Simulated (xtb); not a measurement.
PbFBr, SMILES [F][Pb][Br] (connectivity only; charge and spin as stated), neutral, multiplicity 1. All values are semi-empirical tight-binding results from xtb (GFN2-xTB unless named), good for trends rather than for accurate numbers. The structure is a stationary point at GFN2-xTB.

For metal compounds this method's bond lengths and energies can be far off.

Computed properties:
```json
{
 "point_group_as_xtb_finds_it": "Cs",
 "orbital_gap": "2.81 eV",
 "zero_point_energy": "0.9 kcal/mol",
 "G − E(el) at 298.15 K (modified RRHO)": "-18.8 kcal/mol"
}
```
